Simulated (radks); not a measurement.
All-electron atom: B in [He] 2s2 4s1 (not the ground configuration). Calculated with a radial shooting solver on a logarithmic mesh with Libxc functionals: Dirac Kohn-Sham, PBE, spin-unpolarised, spherical densities, point nucleus. Some entries of the table are withheld. Estimate them.

orbital  occ.  eigenvalue (eV)  <r^2> (bohr^2)  r(max) (bohr)
1s1/2       2        -191.0584             (1)         0.2104
2s1/2       2              (2)           3.784            (3)
4s1/2       1              (4)           201.2          13.47

Answer. 
(1) 1s1/2 <r^2> (bohr^2): 0.1472
(2) 2s1/2 eigenvalue (eV): -17.0480
(3) 2s1/2 r(max) (bohr): 1.447
(4) 4s1/2 eigenvalue (eV): -0.9746
